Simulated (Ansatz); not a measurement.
Breaking the B1–F3 bond in BFH2O (SMILES OBF) (multiplicity 1 held, fragments rigid). Energies count from the point at 1.327 Å.
Geometry at that point (charge 0, multiplicity 1):
```xyz
5

B     -0.3560    -0.1697    -0.2196
H     -1.2844    -0.6674    -0.7800
F     -0.1423     1.1333    -0.3545
O      0.5051    -0.8606     0.5561
H      0.3044    -1.7990     0.6194
```

U- levels take the lowest unrestricted solution at each point, which mixes spins at long bonds. Active spaces are followed from a long bond inwards. Curves can end on different states.

Correlated levels freeze the cores.

Programs: Ansatz (Gaussian basis) for Hartree–Fock, density functionals and correlated methods. 

Energies in kcal/mol.

```
R (Å)  U-HF/cc-pVDZ  U-MP2/cc-pVDZ  U-CCSD(T)/cc-pVDZ  FIC-MRCISD+Q on CASSCF(6,4)/cc-pVDZ
-----  ------------  -------------  -----------------  -----------------------------------
1.062          64.6           70.5               70.6                                 70.0
1.195          11.8           14.4               14.5                                 14.2
1.327           0.0            0.0                0.0                                  0.0
1.460           7.2            5.1                5.0                                  5.2
1.593          23.0           19.1               18.9                                 19.3
1.792          52.1           46.0               45.5                                 46.0
1.991          81.0           73.3               72.1                                 72.8
2.323         113.6          134.4              111.1                                110.4
2.655         122.6          156.8              138.6                                136.3
3.053         125.9          164.6              155.6                                152.4
3.584         127.1          167.3              160.7                                159.3
4.247         127.6          168.1              161.7                                161.0
```

Doubts at one or more of the structures used: a spin-contaminated determinant (U-HF/cc-pVDZ, U-MP2/cc-pVDZ, U-CCSD(T)/cc-pVDZ); T1 above 0.05 (U-CCSD(T)/cc-pVDZ); the program's own flag: other amplitudes (U-CCSD(T)/cc-pVDZ); active orbitals that take no part (FIC-MRCISD+Q on CASSCF(6,4)/cc-pVDZ).

Ansatz is a quantum-chemistry and plane-wave program.
